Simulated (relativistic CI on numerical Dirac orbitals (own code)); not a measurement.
## Re6+: resonant inelastic scattering at the O2,3 edge

Computed with this model: Dirac-Coulomb-Breit CI, orbitals from a KLI potential per configuration, a model potential for QED, valence Slater integrals scaled by 0.9, Kramers-Heisenberg scattering through one core-hole configuration in a parametric crystal field; configurations [Xe] 4f14 5d → [Kr] 4d10 4f14 5s2 5p5 5d2; 300 K; core-hole width 1.5 eV; summed over polarisations. Incident energies are the highest absorption maxima for each field (at most a few, so the weaker spin-orbit partner edge can be absent), on the computed scale of the free ion. Intensities are in per cent of the strongest line above 0.02 eV; levels within 1 cm⁻¹ are merged; final levels count from the ground level, the first row holds all elastic scattering, lines under 0.4 are left out and each table stops after 24 rows. The scale of the Slater integrals is a model choice and moves the terms in proportion.

Field parameters in Wybourne normalisation: Td as Oh with Dq negative (B⁴₀ = 21Dq, B⁴₄ = √(5/14) B⁴₀). The field is a parameter set, without covalency.

S is read from ⟨S²⟩ = S(S + 1).

Td, 10Dq = -4450 cm⁻¹:

```tsv
Final level (eV)	Degeneracy	Irrep	S	49.2 eV	56.8 eV	63.9 eV
0.000	4	Γ8	0.50	80.5	221.9	637.2
1.291	4	Γ8	0.50	9.3	10.0	100.0
1.562	2	Γ7	0.50	5.8	0.4	21.9
```

Td, 10Dq = -10000 cm⁻¹:

| Final level (eV) | Degeneracy | Irrep | S | 57.1 eV | 62.3 eV | 63.9 eV |
| --- | --- | --- | --- | --- | --- | --- |
| 0.000 | 4 | Γ8 | 0.50 | 65.1 | 111.9 | 162.3 |
| 1.596 | 4 | Γ8 | 0.50 | 11.5 | 45.8 | 100.0 |
| 2.059 | 2 | Γ7 | 0.50 | 0.3 | 5.8 | 25.6 |

Td, 10Dq = -15600 cm⁻¹:

| Final level (eV) | Degeneracy | Irrep | S | 49.9 eV | 62.3 eV | 64.1 eV |
| --- | --- | --- | --- | --- | --- | --- |
| 0.000 | 4 | Γ8 | 0.50 | 39.5 | 175.5 | 97.6 |
| 2.096 | 4 | Γ8 | 0.50 | 1.8 | 38.2 | 100.0 |
| 2.656 | 2 | Γ7 | 0.50 | 2.7 | 3.2 | 22.0 |

For the first field the strongest loss at the lowest incident energy is the level at 1.29 eV (S = 0.50, against 0.50 in the thermal ground state).
